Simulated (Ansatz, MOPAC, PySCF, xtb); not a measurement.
Torsion H4–O1–In2–O3 in H3InO2 (SMILES [OH][InH][OH]); at each angle all else is relaxed with GFN2-xTB, and the levels are single points there.
Geometry at 0° (charge 0, multiplicity 1):
```xyz
6

O     -1.789    -0.425     0.313
In    -0.260     0.716     0.601
O      0.627     0.933    -1.116
H     -1.795    -0.649    -0.620
H      0.192     1.380     2.072
H      1.413     1.470    -1.180
```

On the grid 0° to 330°, 270° is the highest and 0° the lowest point at MP2/CBS(def2-TZVPP, def2-QZVPP) + ΔCCSD(T)/def2-TZVPP.

The state reached by AM1 isn't checked.

Programs: Ansatz (an electronic-structure program) with Gaussian orbitals; MOPAC for AM1 (differences of heats of formation); PySCF for the dispersion terms; xtb for the GFN methods. Values without a source in brackets are computed. In def2 rows elements past Kr take small-core potentials, without spin–orbit coupling.

### Question
One of these levels gives 17.2 kJ/mol for the energy at 270° less that at 0°. Name it.
A. B3LYP/def2-TZVPP
B. GFN2-xTB
C. BLYP-D3(BJ)/def2-TZVPP
D. AM1

### Answer
A, B3LYP/def2-TZVPP. The others give 26.7 (AM1), 13.5 (GFN2-xTB), 18.6 (BLYP-D3(BJ)/def2-TZVPP)
